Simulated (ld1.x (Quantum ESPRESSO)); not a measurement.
# What one change does to a pseudopotential (cadmium, TM)

```json
{
 "Element": "cadmium",
 "Generator": "ld1.x (Quantum ESPRESSO) 7.5",
 "Type": "norm-conserving Troullier–Martins (Kleinman–Bylander form)",
 "Functional": "PBE",
 "Relativity": "scalar-relativistic",
 "Frozen core": "[Kr] 4d10",
 "Valence charge": "2",
 "Reference configuration": "5s2 5p0",
 "Partial waves": "5s (bound): rc 1.65 bohr; 5p (bound, empty): rc 2.55 bohr; 5d channel at 0.4 Ry: rc 2.40 bohr",
 "Local potential": "all-electron potential smoothed inside 1.60 bohr (lloc = -1)",
 "Core correction": "a·sin(br)/r model core inside 1.35 bohr"
}
```

Change: reference 5s1.5 5p0.5.

Cutoffs: the cutoffs (Ry, on a coarse ladder) from which the occupation-weighted sum of valence levels, in a spherical-Bessel basis at the reference potential, stays within 10 and 1 mRy of its value at 400 Ry; they do not see the model core or the augmentation charge, which bear on the density cutoff. Errors are all-electron minus pseudo energies relative to the spin-unpolarised reference configuration.

What does the change do?

The potential gets softer (30 Ry and 80 Ry → 25 Ry and 70 Ry); both files keep a bound ghost (d, s); the number of tests with a reliable result goes from 5 to 6.

```csv
quantity,base,changed
"cutoff, loose",30 Ry,25 Ry
"cutoff, tight",80 Ry,70 Ry
bound ghosts,"d, s","d, s"
"largest error over its own tests, meV",-216,-144
s: phases at 2.75 bohr within 0.05 rad from the reference energy up to (Ry; the scan ends near 5),4.3,4.3
p: phases at 2.75 bohr within 0.05 rad from the reference energy up to (Ry; the scan ends near 5),0.3,0.3
d: phases at 2.75 bohr within 0.05 rad from the reference energy up to (Ry; the scan ends near 5),0.7,0.7
```

 A true bound ghost makes a file unfit for plane-wave use even where its test errors are small: the radial tests pick states by their node count and pass the ghost by.
